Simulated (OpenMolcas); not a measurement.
# d6 ions of charge +3 down a group on the Ga site of K2NaGaF6

```json
{"Program": "OpenMolcas 26.06", "Method": "CASSCF", "Spin-orbit coupling": "RASSI with atomic mean-field integrals over the reference wave functions"}
```

The d shell is active. Each dopant is a cluster with its nearest anions in model potentials and point charges, with no relaxation. Distances were set from a Shannon-type radius of the metal (high-spin where two are listed) plus a fixed donor radius (F 1.31 Å), in hosts weighted 0.65 to 0.35 with the host's distance in the model lattice. Ligand basis ANO-RCC-VDZP, DKH2 Hamiltonian. States (labels of O, the rotations of Oh). Energies in cm-1 above the lowest state or level, χT in cm3 K/mol; under a threefold ground state the first gap can be a small split of the lowest multiplet, not the spin-orbit step; 10Dq and B are least-squares fits to the states below 45000 cm-1, weighted by degeneracy, with a free offset, and given where the rms deviation is under 5 % of |10Dq| (or 100 cm-1) and under 700 cm-1. Spin-only χT is S(S+1) / 2 for the spin of the ground state.

```json
{"Ion": "Co3+", "Shell": "3d6", "R (Å)": "1.926", "Metal basis": "ANO-RCC-VTZP", "Ground state": "5T2", "First state of that spin": "5E 10522", "10Dq": "10977", "B (rms of fit)": "1230 (189)", "First gap with spin-orbit (degeneracies)": "270.4 (3, 2)", "χT at 300 K": "4.170", "First state of another spin": "3T1 15310", "Spin-only χT": "3.000"}
{"Ion": "Ir3+", "Shell": "5d6", "R (Å)": "1.972", "Metal basis": "ANO-RCC-VTZP", "Ground state": "1A1", "First state of that spin": "1T1 27233", "10Dq": "29024", "B (rms of fit)": "752 (89)", "First gap with spin-orbit (degeneracies)": "19171 (1, 2)", "χT at 300 K": "0.026", "First state of another spin": "3T1 21074", "Spin-only χT": "0.000"}
```

|10Dq| changes by a factor of 29024 / 10977 = 2.64 from Co3+ to Ir3+.

B goes from 1230 cm-1 (Co3+) to 752 cm-1 (Ir3+).

Below the highest spin of the shell: Ir3+. χT departs most from the spin-only value for Co3+, by +1.170 cm3 K/mol.

Without dynamic correlation the repulsion within the d shell is too large (B by tens of per cent), so at a given field states of lower spin stand too high. Ligand-to-metal charge-transfer states are missing. With no ligand orbital active B as a rule stays too high, so bands that hang on it stand too high and its fall with covalency is understated. An orbital triplet at a regular site is open to Jahn-Teller coupling, which can distort the site and quench the lowest spin-orbit gaps and is left out (holds for Co3+). CASSCF with metal d orbitals alone favours high spin, so a ground state of lower spin is not ruled out (holds for Co3+). With metal d orbitals alone and no dynamic correlation 10Dq can be off by a tenth to a fifth, either way, in oxide and fluoride hosts (holds for Co3+). The least metal-like active orbital is 78 % on the metal (Löwdin) and no ligand orbital is active, so the numbers are rough (holds for Ir3+). With metal d orbitals alone the field can be off either way by tens of per cent (holds for Ir3+). No measured value stands beside these numbers; the geometry was set by hand and not optimised.
